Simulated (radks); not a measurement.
Results of a calculation; reference values are marked as such.
The titanium ion Ti2+ inside a hard spherical wall (all orbitals vanish at R), configuration held at [Ar] 3d2 and not refilled when levels cross. Code: a radial shooting solver on a logarithmic mesh with Libxc functionals. Model: non-relativistic Kohn-Sham, LDA (Slater exchange, Perdew-Wang correlation), spin-polarised, spherical densities, point nucleus; open shells are filled with parallel spins first. Eigenvalues in eV for spin up, with the zero of energy where the potential of the charges vanishes at infinity; a dash marks a level that is unbound or too diffuse for the functional's potential to be trusted. A positive occupied level is held by the wall or, in an anion where self-interaction has pushed it up, behind a barrier. The pressure on the wall is -dE/dV.

R (bohr),E (hartree),kinetic (hartree),e(2p),e(3s),e(3p),e(3d),"e(4s, empty)","e(4p, empty)",pressure (GPa)
free,-846.52236,845.339,-459.14,-78.116,-55.363,-20.725,-17.138,-12.552,0
12,-846.52236,845.339,-459.14,-78.116,-55.363,-20.725,-17.138,-12.552,< 0.0001
8,-846.52236,845.339,-459.14,-78.115,-55.362,-20.724,-17.129,-12.503,0.000581
7,-846.52230,845.340,-459.14,-78.110,-55.357,-20.719,-17.089,-12.369,0.00592
6,-846.52191,845.344,-459.10,-78.082,-55.330,-20.690,-16.895,-11.911,0.0589
5,-846.51914,845.367,-458.93,-77.947,-55.200,-20.539,-16.046,-10.411,0.582
3.5,-846.46116,845.724,-457.09,-76.621,-53.898,-18.778,-7.740,0.680,24.6
2.5,-845.87866,848.930,-448.16,-70.685,-47.586,-10.377,26.596,39.155,637
2,-843.93272,857.826,-430.73,-58.181,-33.875,5.785,87.661,101.79,4420
